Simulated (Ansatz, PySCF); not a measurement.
Process, species as SMILES: [CH2][GeH2][CH3] -> [CH2-][GeH2][CH3] (an electron is taken up)
Structures are relaxed separately at B3LYP-D3(BJ)/def2-TZVP in Ansatz (an electronic-structure program), one conformer each, not searched for the lowest.

Property: adiabatic electron affinity (0 K, with B3LYP-D3(BJ) harmonic zero-point energies from PySCF), positive where the reaction releases energy, in eV. Correlated levels leave the core frozen unless marked. UHF or UKS for open shells. Spin-orbit coupling is left out. Frozen are the shells of the preceding noble gas and the d and f shells that filled before the atom's block. Non-relativistic. Anions need diffuse functions: aug- sets have them; def2-D sets add few; the other sets have none. Basis-set limits of correlation are two-point, X^-3; Hartree-Fock from the larger set.

```
level                                        program  adiabatic electron affinity (eV)
------------------------------------  --------------  --------------------------------
BLYP-D4/def2-TZVPD                    Ansatz + dftd4                              0.93
PBE0-D3(BJ)/def2-TZVPD                Ansatz + dftd3                              0.71
PBE-QIDH/def2-TZVPD                           Ansatz                              0.72
MP2/STO-3G                                    Ansatz                             -5.61
SCS-MP2/aug-cc-pVTZ                           Ansatz                              0.91
CCSD(T)/6-31G                                 Ansatz                             -0.42
CCSD(T)/CBS(aug-cc-pVTZ,aug-cc-pVQZ)          Ansatz                              0.93
```
